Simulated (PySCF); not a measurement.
Interval between two levels of S⁺ by level of theory

S⁺ [Ne] 3s2 3p3 [4S3/2, M_J = 3/2] → S⁺ [Ne] 3s1 3p3 4s1 [6S5/2, M_J = 5/2], as a difference of total energies. Computed with PySCF 2.14 in x2c-SVPall-2c with one added diffuse shell each of s, p type (5s5p1d, 25 functions), with the two-component X2C-1e Hamiltonian. Correlated levels: [Ne] frozen. "Screened" scales the spin-orbit matrix elements by Boettger's factors to mimic the two-electron term; Breit and QED terms are absent.

```
                    method  interval between two levels (cm⁻¹)
 GHF (screened spin-orbit)                              150380
GMP2 (screened spin-orbit)                              159940
```

The labels give the starting determinants; with spin-orbit coupling the two ends relaxed to ⟨J²⟩ = 3.75, ⟨L²⟩ = 0.00, ⟨S²⟩ = 3.75 and ⟨J²⟩ = 8.75, ⟨L²⟩ = 0.00, ⟨S²⟩ = 8.75.

The promoted electron is Rydberg-like, and one or two diffuse shells describe it only roughly, which tends to raise the upper state.
